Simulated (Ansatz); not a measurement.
## Molecular dynamics of H₃OSn, charge +1

Input file:

```yaml
crystal:
  periodic: [false, false, false]
  atoms:
    - { symbol: O, position_ang: [-0.038452, -0.796327, 0.552647] }
    - { symbol: Sn, position_ang: [-0.222961, 0.866811, -0.546543] }
    - { symbol: H, position_ang: [0.509061, -1.511543, 0.928969] }
    - { symbol: H, position_ang: [-1.420748, -0.099168, 0.355376] }
    - { symbol: H, position_ang: [1.17309, 1.540238, -1.290449] }
total_charge: 1
magnetization:
  spin_polarized: true
basis:
  gaussian: { orbitals: def2-SVP }
hamiltonian:
  xc: pbe0
md:
  timestep: 0.5
  n_steps: 200
  ensemble: nve
  temperature: 100.0
  initial_velocities: maxwell_boltzmann
  seed: 5788
```

Run as:

```bash
$ ansatz run input.yaml --threads 1 --pin off --max-ram 2048MiB --backend cpu --events-out ev --progress --plain --runs-dir out
```

It starts at the highest image of a converged band. Of that band: Neighbouring images differ by up to 1.5 eV, so the band resolves the path poorly. A vibrational analysis at the climbing image gives one clearly imaginary mode, 1370i cm⁻¹: a first-order saddle point.

Output, in part (one step line in 3, the closing report, with atoms numbered from 0):

```
md step     0: t =     0.00 fs  T =   100.0 K  F+E_penalty+E_count = -7913.24186637 eV  E_kin = 0.038778 eV  conserved = -7913.20308837 eV  (28 SCF iters)
md step     3: t =     1.50 fs  T =   103.3 K  F+E_penalty+E_count = -7913.24307743 eV  E_kin = 0.040040 eV  conserved = -7913.20303742 eV  (27 SCF iters)
md step     6: t =     3.00 fs  T =   130.6 K  F+E_penalty+E_count = -7913.25363004 eV  E_kin = 0.050625 eV  conserved = -7913.20300526 eV  (27 SCF iters)
md step     9: t =     4.50 fs  T =   195.6 K  F+E_penalty+E_count = -7913.27883965 eV  E_kin = 0.075869 eV  conserved = -7913.20297051 eV  (28 SCF iters)
md step    12: t =     6.00 fs  T =   317.3 K  F+E_penalty+E_count = -7913.32586168 eV  E_kin = 0.123030 eV  conserved = -7913.20283188 eV  (34 SCF iters)
md step    15: t =     7.50 fs  T =   543.4 K  F+E_penalty+E_count = -7913.41347668 eV  E_kin = 0.210717 eV  conserved = -7913.20275935 eV  (34 SCF iters)
md step    18: t =     9.00 fs  T =   908.2 K  F+E_penalty+E_count = -7913.55494488 eV  E_kin = 0.352169 eV  conserved = -7913.20277613 eV  (31 SCF iters)
md step    21: t =    10.50 fs  T =  1420.5 K  F+E_penalty+E_count = -7913.75370584 eV  E_kin = 0.550831 eV  conserved = -7913.20287498 eV  (32 SCF iters)
md step    24: t =    12.00 fs  T =  2058.5 K  F+E_penalty+E_count = -7914.00146531 eV  E_kin = 0.798263 eV  conserved = -7913.20320189 eV  (32 SCF iters)
md step    27: t =    13.50 fs  T =  2729.0 K  F+E_penalty+E_count = -7914.26185459 eV  E_kin = 1.058240 eV  conserved = -7913.20361463 eV  (33 SCF iters)
md step    30: t =    15.00 fs  T =  3306.8 K  F+E_penalty+E_count = -7914.48623083 eV  E_kin = 1.282309 eV  conserved = -7913.20392149 eV  (31 SCF iters)
md step    33: t =    16.50 fs  T =  3698.3 K  F+E_penalty+E_count = -7914.63826487 eV  E_kin = 1.434130 eV  conserved = -7913.20413461 eV  (31 SCF iters)
md step    36: t =    18.00 fs  T =  3855.8 K  F+E_penalty+E_count = -7914.69930477 eV  E_kin = 1.495205 eV  conserved = -7913.20409991 eV  (30 SCF iters)
md step    39: t =    19.50 fs  T =  3812.6 K  F+E_penalty+E_count = -7914.68234958 eV  E_kin = 1.478439 eV  conserved = -7913.20391035 eV  (31 SCF iters)
md step    42: t =    21.00 fs  T =  3645.6 K  F+E_penalty+E_count = -7914.61749829 eV  E_kin = 1.413687 eV  conserved = -7913.20381135 eV  (30 SCF iters)
md step    45: t =    22.50 fs  T =  3399.9 K  F+E_penalty+E_count = -7914.52213815 eV  E_kin = 1.318410 eV  conserved = -7913.20372783 eV  (31 SCF iters)
md step    48: t =    24.00 fs  T =  3105.5 K  F+E_penalty+E_count = -7914.40786215 eV  E_kin = 1.204244 eV  conserved = -7913.20361804 eV  (32 SCF iters)
md step    51: t =    25.50 fs  T =  2791.9 K  F+E_penalty+E_count = -7914.28627769 eV  E_kin = 1.082653 eV  conserved = -7913.20362460 eV  (31 SCF iters)
md step    54: t =    27.00 fs  T =  2456.6 K  F+E_penalty+E_count = -7914.15624596 eV  E_kin = 0.952620 eV  conserved = -7913.20362576 eV  (31 SCF iters)
md step    57: t =    28.50 fs  T =  2093.0 K  F+E_penalty+E_count = -7914.01518116 eV  E_kin = 0.811627 eV  conserved = -7913.20355417 eV  (29 SCF iters)
md step    60: t =    30.00 fs  T =  1716.5 K  F+E_penalty+E_count = -7913.86901561 eV  E_kin = 0.665631 eV  conserved = -7913.20338491 eV  (31 SCF iters)
md step    63: t =    31.50 fs  T =  1381.2 K  F+E_penalty+E_count = -7913.73863509 eV  E_kin = 0.535614 eV  conserved = -7913.20302123 eV  (30 SCF iters)
md step    66: t =    33.00 fs  T =  1201.3 K  F+E_penalty+E_count = -7913.66860664 eV  E_kin = 0.465829 eV  conserved = -7913.20277771 eV  (26 SCF iters)
md step    69: t =    34.50 fs  T =  1248.3 K  F+E_penalty+E_count = -7913.68712371 eV  E_kin = 0.484073 eV  conserved = -7913.20305067 eV  (26 SCF iters)
md step    72: t =    36.00 fs  T =  1438.0 K  F+E_penalty+E_count = -7913.76110279 eV  E_kin = 0.557614 eV  conserved = -7913.20348837 eV  (25 SCF iters)
md step    75: t =    37.50 fs  T =  1625.4 K  F+E_penalty+E_count = -7913.83402617 eV  E_kin = 0.630301 eV  conserved = -7913.20372503 eV  (26 SCF iters)
md step    78: t =    39.00 fs  T =  1724.4 K  F+E_penalty+E_count = -7913.87241791 eV  E_kin = 0.668668 eV  conserved = -7913.20374946 eV  (26 SCF iters)
md step    81: t =    40.50 fs  T =  1725.5 K  F+E_penalty+E_count = -7913.87266804 eV  E_kin = 0.669107 eV  conserved = -7913.20356057 eV  (26 SCF iters)
md step    84: t =    42.00 fs  T =  1690.9 K  F+E_penalty+E_count = -7913.85903552 eV  E_kin = 0.655679 eV  conserved = -7913.20335682 eV  (26 SCF iters)
md step    87: t =    43.50 fs  T =  1686.9 K  F+E_penalty+E_count = -7913.85747360 eV  E_kin = 0.654138 eV  conserved = -7913.20333527 eV  (31 SCF iters)
md step    90: t =    45.00 fs  T =  1725.6 K  F+E_penalty+E_count = -7913.87249221 eV  E_kin = 0.669167 eV  conserved = -7913.20332521 eV  (31 SCF iters)
md step    93: t =    46.50 fs  T =  1803.4 K  F+E_penalty+E_count = -7913.90268547 eV  E_kin = 0.699331 eV  conserved = -7913.20335429 eV  (31 SCF iters)
md step    96: t =    48.00 fs  T =  1903.0 K  F+E_penalty+E_count = -7913.94132380 eV  E_kin = 0.737929 eV  conserved = -7913.20339479 eV  (32 SCF iters)
md step    99: t =    49.50 fs  T =  2010.2 K  F+E_penalty+E_count = -7913.98275604 eV  E_kin = 0.779504 eV  conserved = -7913.20325178 eV  (31 SCF iters)
md step   102: t =    51.00 fs  T =  2164.6 K  F+E_penalty+E_count = -7914.04256033 eV  E_kin = 0.839400 eV  conserved = -7913.20316080 eV  (31 SCF iters)
md step   105: t =    52.50 fs  T =  2390.5 K  F+E_penalty+E_count = -7914.13036198 eV  E_kin = 0.926998 eV  conserved = -7913.20336426 eV  (31 SCF iters)
md step   108: t =    54.00 fs  T =  2627.0 K  F+E_penalty+E_count = -7914.22234856 eV  E_kin = 1.018709 eV  conserved = -7913.20363932 eV  (32 SCF iters)
md step   111: t =    55.50 fs  T =  2788.6 K  F+E_penalty+E_count = -7914.28516108 eV  E_kin = 1.081348 eV  conserved = -7913.20381301 eV  (32 SCF iters)
md step   114: t =    57.00 fs  T =  2826.9 K  F+E_penalty+E_count = -7914.29997627 eV  E_kin = 1.096209 eV  conserved = -7913.20376699 eV  (31 SCF iters)
md step   117: t =    58.50 fs  T =  2771.0 K  F+E_penalty+E_count = -7914.27803471 eV  E_kin = 1.074533 eV  conserved = -7913.20350207 eV  (31 SCF iters)
md step   120: t =    60.00 fs  T =  2714.9 K  F+E_penalty+E_count = -7914.25613117 eV  E_kin = 1.052769 eV  conserved = -7913.20336178 eV  (31 SCF iters)
md step   123: t =    61.50 fs  T =  2714.8 K  F+E_penalty+E_count = -7914.25614868 eV  E_kin = 1.052758 eV  conserved = -7913.20339083 eV  (31 SCF iters)
md step   126: t =    63.00 fs  T =  2767.7 K  F+E_penalty+E_count = -7914.27669942 eV  E_kin = 1.073252 eV  conserved = -7913.20344754 eV  (31 SCF iters)
md step   129: t =    64.50 fs  T =  2847.9 K  F+E_penalty+E_count = -7914.30794407 eV  E_kin = 1.104342 eV  conserved = -7913.20360210 eV  (31 SCF iters)
md step   132: t =    66.00 fs  T =  2898.0 K  F+E_penalty+E_count = -7914.32747775 eV  E_kin = 1.123777 eV  conserved = -7913.20370063 eV  (30 SCF iters)
md step   135: t =    67.50 fs  T =  2874.7 K  F+E_penalty+E_count = -7914.31834107 eV  E_kin = 1.114735 eV  conserved = -7913.20360627 eV  (30 SCF iters)
md step   138: t =    69.00 fs  T =  2786.5 K  F+E_penalty+E_count = -7914.28408994 eV  E_kin = 1.080540 eV  conserved = -7913.20354998 eV  (30 SCF iters)
md step   141: t =    70.50 fs  T =  2639.2 K  F+E_penalty+E_count = -7914.22699369 eV  E_kin = 1.023441 eV  conserved = -7913.20355273 eV  (30 SCF iters)
md step   144: t =    72.00 fs  T =  2426.9 K  F+E_penalty+E_count = -7914.14465785 eV  E_kin = 0.941102 eV  conserved = -7913.20355634 eV  (30 SCF iters)
md step   147: t =    73.50 fs  T =  2145.1 K  F+E_penalty+E_count = -7914.03540435 eV  E_kin = 0.831811 eV  conserved = -7913.20359315 eV  (30 SCF iters)
md step   150: t =    75.00 fs  T =  1786.6 K  F+E_penalty+E_count = -7913.89628952 eV  E_kin = 0.692805 eV  conserved = -7913.20348475 eV  (31 SCF iters)
md step   153: t =    76.50 fs  T =  1391.8 K  F+E_penalty+E_count = -7913.74291781 eV  E_kin = 0.539706 eV  conserved = -7913.20321181 eV  (32 SCF iters)
md step   156: t =    78.00 fs  T =  1049.2 K  F+E_penalty+E_count = -7913.60996672 eV  E_kin = 0.406870 eV  conserved = -7913.20309683 eV  (32 SCF iters)
md step   159: t =    79.50 fs  T =   806.8 K  F+E_penalty+E_count = -7913.51592949 eV  E_kin = 0.312850 eV  conserved = -7913.20307975 eV  (31 SCF iters)
md step   162: t =    81.00 fs  T =   675.4 K  F+E_penalty+E_count = -7913.46496609 eV  E_kin = 0.261888 eV  conserved = -7913.20307829 eV  (27 SCF iters)
md step   165: t =    82.50 fs  T =   652.8 K  F+E_penalty+E_count = -7913.45628492 eV  E_kin = 0.253133 eV  conserved = -7913.20315189 eV  (32 SCF iters)
md step   168: t =    84.00 fs  T =   720.3 K  F+E_penalty+E_count = -7913.48238395 eV  E_kin = 0.279308 eV  conserved = -7913.20307591 eV  (31 SCF iters)
md step   171: t =    85.50 fs  T =   905.3 K  F+E_penalty+E_count = -7913.55392372 eV  E_kin = 0.351058 eV  conserved = -7913.20286564 eV  (26 SCF iters)
md step   174: t =    87.00 fs  T =  1271.9 K  F+E_penalty+E_count = -7913.69605735 eV  E_kin = 0.493208 eV  conserved = -7913.20284945 eV  (25 SCF iters)
md step   177: t =    88.50 fs  T =  1824.9 K  F+E_penalty+E_count = -7913.91075689 eV  E_kin = 0.707644 eV  conserved = -7913.20311250 eV  (24 SCF iters)
md step   180: t =    90.00 fs  T =  2473.4 K  F+E_penalty+E_count = -7914.16280488 eV  E_kin = 0.959118 eV  conserved = -7913.20368650 eV  (24 SCF iters)
md step   183: t =    91.50 fs  T =  3038.1 K  F+E_penalty+E_count = -7914.38230577 eV  E_kin = 1.178130 eV  conserved = -7913.20417620 eV  (30 SCF iters)
md step   186: t =    93.00 fs  T =  3373.6 K  F+E_penalty+E_count = -7914.51240596 eV  E_kin = 1.308234 eV  conserved = -7913.20417198 eV  (30 SCF iters)
md step   189: t =    94.50 fs  T =  3486.7 K  F+E_penalty+E_count = -7914.55600375 eV  E_kin = 1.352068 eV  conserved = -7913.20393623 eV  (30 SCF iters)
md step   192: t =    96.00 fs  T =  3468.1 K  F+E_penalty+E_count = -7914.54862016 eV  E_kin = 1.344851 eV  conserved = -7913.20376877 eV  (30 SCF iters)
md step   195: t =    97.50 fs  T =  3398.8 K  F+E_penalty+E_count = -7914.52160943 eV  E_kin = 1.317998 eV  conserved = -7913.20361104 eV  (30 SCF iters)
md step   198: t =    99.00 fs  T =  3344.5 K  F+E_penalty+E_count = -7914.50051348 eV  E_kin = 1.296946 eV  conserved = -7913.20356737 eV  (31 SCF iters)
md step   200: t =   100.00 fs  T =  3328.1 K  F+E_penalty+E_count = -7914.49420762 eV  E_kin = 1.290578 eV  conserved = -7913.20362925 eV  (29 SCF iters)
Total energy: -7914.49423277 eV, -290.8522984173 hartree
Atom 0 at     0.046582    -0.768574     0.526159 Å, force     0.608626     0.571126    -0.724840 eV/Å
Atom 1 at    -0.236906     0.847424    -0.530972 Å, force     2.067865     0.261655    -0.471751 eV/Å
Atom 2 at     0.988492    -0.994427     0.371682 Å, force    -0.381478    -0.392821     0.504037 eV/Å
Atom 3 at    -1.852433     1.258769    -0.537965 Å, force    -0.319751     0.204715    -0.051822 eV/Å
Atom 4 at     1.417947     1.507883    -1.253117 Å, force    -1.975261    -0.644676     0.744375 eV/Å
Dipole moment:     0.215248     0.369923    -0.336839 e Å
```

All steps were run. The conserved energy stayed within 0.23 meV per atom of its start (net change -0.11 meV per atom), so the integration is sound. The system heated up, since it started high on the potential surface and ran downhill. A run of 0.1 ps of so small a system gives no equilibrium averages. The orbitals stay closed-shell, which can raise the energy where a bond breaks towards radicals; this wasn't checked here. Limits of this set-up: the dipole of an ion depends on the origin.

The step under study would form O1–H4 and break Sn2–H4. These pairs go: O1–H4 1.56 → 2.97 Å, Sn2–H4 1.78 → 1.67 Å. In the last frame they stand as before the step (other bonds may differ from the relaxed reactants and products). It ends as one piece, H3OSn (total charge +1). Pairs count as bonded within 1.25 times the sum of covalent radii (0.12 Å more for H–H).

Last frame:

```xyz
5
Properties=species:S:1:pos:R:3
O 0.047 -0.769 0.526
Sn -0.237 0.847 -0.531
H 0.989 -0.994 0.372
H -1.852 1.259 -0.538
H 1.418 1.508 -1.253
```

The run took 4.4 min on 1 thread of Intel(R) Xeon(R) 6975P-C (Granite Rapids) (shared host), peak memory 0.14 GiB.
